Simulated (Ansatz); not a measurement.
Other settings, tried on Al₄Sb₅H₁₆⁺, a cluster cut from zinc blende AlSb (hydrogen-capped).

```yaml
crystal:
  periodic: [false, false, false]
  atoms:
    - {symbol: Al, position_ang: [-1.682775, -1.685519, 1.341519]}
    - {symbol: Al, position_ang: [1.847524, -1.844188, -2.043590]}
    - {symbol: Al, position_ang: [-1.843692, 1.837042, -2.044469]}
    - {symbol: Al, position_ang: [1.677855, 1.686102, 1.341753]}
    - {symbol: Sb, position_ang: [-2.967852, 0.049668, -0.284305]}
    - {symbol: Sb, position_ang: [0.053724, -2.965705, -0.286919]}
    - {symbol: Sb, position_ang: [-0.002610, 0.000652, 2.656806]}
    - {symbol: Sb, position_ang: [2.962092, -0.046740, -0.286697]}
    - {symbol: Sb, position_ang: [-0.060016, 2.968608, -0.284368]}
    - {symbol: H, position_ang: [-2.578120, -2.583658, 2.301401]}
    - {symbol: H, position_ang: [0.942569, -0.943320, -2.997697]}
    - {symbol: H, position_ang: [2.949379, -2.940406, -2.384323]}
    - {symbol: H, position_ang: [-2.941741, 2.931414, -2.402717]}
    - {symbol: H, position_ang: [-0.930157, 0.929810, -2.984570]}
    - {symbol: H, position_ang: [2.574216, 2.583814, 2.301101]}
    - {symbol: H, position_ang: [-4.089979, -0.928639, -1.125942]}
    - {symbol: H, position_ang: [-4.091495, 0.823056, 0.748579]}
    - {symbol: H, position_ang: [-0.926219, -4.083547, -1.132518]}
    - {symbol: H, position_ang: [0.823475, -4.093990, 0.743555]}
    - {symbol: H, position_ang: [0.911045, -0.907871, 3.780402]}
    - {symbol: H, position_ang: [-0.915398, 0.909720, 3.780699]}
    - {symbol: H, position_ang: [4.087447, -0.815967, 0.747404]}
    - {symbol: H, position_ang: [4.082410, 0.933351, -1.128728]}
    - {symbol: H, position_ang: [-0.835522, 4.092283, 0.746853]}
    - {symbol: H, position_ang: [0.916640, 4.091429, -1.127128]}
basis:
  gaussian: {orbitals: def2-mTZVPP, point_charges: [{charge: -1.00, position_ang: [7.847, 0.211, -0.987]}]}
total_charge: 1
hamiltonian: {xc: {name: HF}}
```

```sh
$ ansatz run in.yaml --threads 4 --pin off --events-out ev --progress --plain --max-ram 6963MiB
```

Output, abridged:

```
Functional definition: HF
3593 factors; integrals over basis functions are off by at most 1.1e-3 eV
mean field evaluation 1: about -59131.8509 eV, gradient 2.2e1 eV
mean field evaluation 2: about -59132.2856 eV, gradient 2.3e1 eV
mean field evaluation 4: about -59135.8614 eV, gradient 3.4e0 eV
mean field evaluation 8: about -59135.9190 eV, gradient 1.8e-1 eV
mean field -59135.91918864 eV, -2173.2049464168 hartree, gradient 4.9e-5 eV, S^2 0.000000; 0 other end points of the search recorded, 0 dependent functions left out
reference -59135.91918864 eV, -2173.2049464168 hartree; 91, 91 occupied and 257, 257 virtual orbitals, 3593 factors
Total energy: -59135.91918864 eV, -2173.2049464168 hartree
```

It took 25 s on 4 threads of Arm Neoverse V1 on a shared host, peak host memory 2.1 GiB.

In the def2 sets Sb takes a core potential; there is no spin–orbit coupling.
